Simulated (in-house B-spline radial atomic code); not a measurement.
## Ionising Ne3+ with different functionals

Computed with a B-spline radial code for spherical atoms: scalar-relativistic (spin-free X2C) Hamiltonian, Fermi nucleus of rms radius 3.0055 fm, spin-polarised at highest spin, spherical fractional occupations for the functionals, and exact exchange of hybrids averaged over the configuration. The ionisation energy is the difference of two self-consistent energies, [He] 2s2 2p3 → [He] 2s2 2p2, without Breit or QED terms; ε is the level of the shell that loses the electron (its least bound occupied spin orbital).

| method | rung | ΔSCF (eV) | -ε(2p) (eV) |
| --- | --- | --- | --- |
| PBE0 | global hybrid | 97.69 | 87.61 |
| B3LYP | global hybrid | 97.80 | 86.88 |
| TPSSh | global hybrid | 98.01 | 85.67 |
| BHandHLYP | global hybrid | 97.63 | 91.34 |
| r2SCAN0 | global hybrid | 98.65 | 88.74 |
| B97-1 | global hybrid | ? | ? |
| HSE06 | range-separated hybrid | 97.67 | 87.16 |
| wB97X | range-separated hybrid | 97.45 | 89.66 |
| CAM-B3LYP | range-separated hybrid | 97.75 | 88.91 |
| LC-wPBE | range-separated hybrid | ? | ? |

What does B97-1 give?

ΔSCF 97.62 eV, and -ε(2p) = 86.92 eV.

What does LC-wPBE give?

ΔSCF 97.77 eV, and -ε(2p) = 89.56 eV.

Among the functionals, which spreads more, the ΔSCF values or the orbital energies?

The orbital energies: ΔSCF values span about 1.20 eV and the orbital energies 5.67 eV; here energy differences depend much less on the functional than eigenvalues do.

How do they compare with the NIST value?

NIST lists 97.190 eV ± 0.0025 (semi-empirical, ground level to ground level). Errors run from +0.26 to +1.46 eV; wB97X is closest (+0.26 eV), but part of that can be cancellation, since the calculations leave out spin-orbit coupling, Breit-QED terms, multiplet and fine-structure energies.
